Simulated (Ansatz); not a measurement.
Reaction (hydrogenolysis of the Si–Cl bond): `Cl[SiH](Cl)I` + H₂ → `Cl[SiH2]I` + HCl

Isolated molecules relaxed with PBE0-D4/def2-TZVP in Ansatz; ΔE leaves out vibrations. CCSD(T)/CBS adds triple-zeta CCSD(T) − MP2 to the extrapolated MP2 energy (def2 sets, frozen cores). This one scheme is used for every species. Elements past krypton have def2 core potentials. For I outer-core shells are correlated without core-valence functions, which leaves a few kJ/mol of doubt a bond.

```tsv
species	CCSD/def2-TZVPP energy (Eh)
`Cl[SiH](Cl)I`	-1506.35713
H₂	-1.17233
`Cl[SiH2]I`	-1047.18186
HCl	-460.32332
```

**Question.** Work out ΔE.

**Answer.** ΔE = (-1047.18186) + (-460.32332) − (-1506.35713) − (-1.17233) = 0.02428 Eh = +15.2 kcal/mol. CCSD(T)/CBS gives +18.0 kcal/mol.

Largest T1 diagnostic among the species: 0.008.

Leaving LDA and LC-ωPBE aside and taking each functional with its dispersion term where it has one, the values, not all of them listed here, spread over 2.9 kcal/mol, from CAM-B3LYP-D4 to revPBE-D4. In def2-TZVPP, CCSD(T) changes the Hartree–Fock value by +3.6 kcal/mol (the triples alone add +1.2 kcal/mol) and MP2 by +6.5 kcal/mol.
